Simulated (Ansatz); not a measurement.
HCl3Si, triplet, at a GFN2-xTB geometry (a higher spin typed on purpose: for a closed-shell molecule this is an excited state); Ansatz (a first-principles code) with SVWN5/aug-pcseg-1.

Ansatz was given this input:
Ansatz 0.2 input:
```yaml
crystal:
  periodic: [false, false, false]
  atoms:
    - {symbol: Si, position_ang: [-0.01404076, 0.00831523, -0.23681379]}
    - {symbol: Cl, position_ang: [-1.35951511, -1.59640339, 0.06376448]}
    - {symbol: Cl, position_ang: [-0.69409234, 1.97400179, 0.14967886]}
    - {symbol: Cl, position_ang: [2.06054932, -0.38170952, -0.09636064]}
    - {symbol: H, position_ang: [0.07855888, -0.04652422, 1.32498724]}
basis:
  gaussian:
    orbitals: aug-pcseg-1.json
hamiltonian:
  xc: {name: SVWN5}
magnetization: {spin_polarized: true, initial_magnetization: 2}
```
The basis file holds aug-pcseg-1 in the JSON format of the Basis Set Exchange.

The log (banner, timings and long lists left out):

```
Functional definition: SVWN5
1151 factors; their error is unknown
mean field evaluation 1: about -45307.6719 eV, gradient 1.2e1 eV
mean field evaluation 2: about -45307.0580 eV, gradient 1.6e1 eV
mean field evaluation 4: about -45308.6641 eV, gradient 8.8e-1 eV
mean field evaluation 8: about -45308.6240 eV, gradient 6.5e-2 eV
mean field evaluation 16: about -45308.6240 eV, gradient 3.1e-5 eV
mean field evaluation 32: about -45308.6240 eV, gradient 3.1e-5 eV
mean field -45308.62404671 eV, -1665.0612224283 hartree, gradient 3.1e-5 eV, S^2 2.001930; 1 other end points of the search recorded, 0 dependent functions left out
reference -45308.62412657 eV, -1665.0612253630 hartree; 34, 32 occupied and 83, 85 virtual orbitals, 1151 factors
Total energy: -45308.62412657 eV, -1665.0612253630 hartree
```
